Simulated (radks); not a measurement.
Spherical jellium clusters: N electrons in a uniform positive sphere of charge N and radius rs N^(1/3), rs = 5.03 bohr. Calculated with a radial shooting solver with Libxc functionals: non-relativistic Kohn-Sham, LDA (Slater exchange, Perdew-Wang correlation), spin-polarised, spherical densities. Levels are named by radial order and angular momentum (1s, 1p, 1d, 2s, ...), and open shells are averaged over m.

N = 12, configuration 1s2 1p6 1d(up 4, down 0). This is the lowest configuration that the search found. Occupied and some empty levels:

| level | occupation | eigenvalue (eV) | <r> (bohr) |
|---|---|---|---|
| 1s up | 1 | -3.8465 | 7.490 |
| 1s down | 1 | -3.5898 | 7.159 |
| 1p up | 3 | -3.2197 | 8.713 |
| 1p down | 3 | -2.9028 | 8.650 |
| 1d up | 4 | -2.3994 | 9.682 |
| 1d down | 0 | -2.0708 | 9.777 |
| 2s up | 0 | -1.9099 | 8.302 |
| 2s down | 0 | -1.7596 | 8.527 |
| 1f up | 0 | -1.4464 | 10.65 |
| 1f down | 0 | -1.1377 | 10.90 |
| 2p up | 0 | -0.97217 | 10.81 |
| 2p down | 0 | -0.81856 | 11.16 |

Energy (eV): total -21.1673, kinetic 14.420, external -404.44, Hartree 200.77, exchange-correlation -36.082, background 204.16.
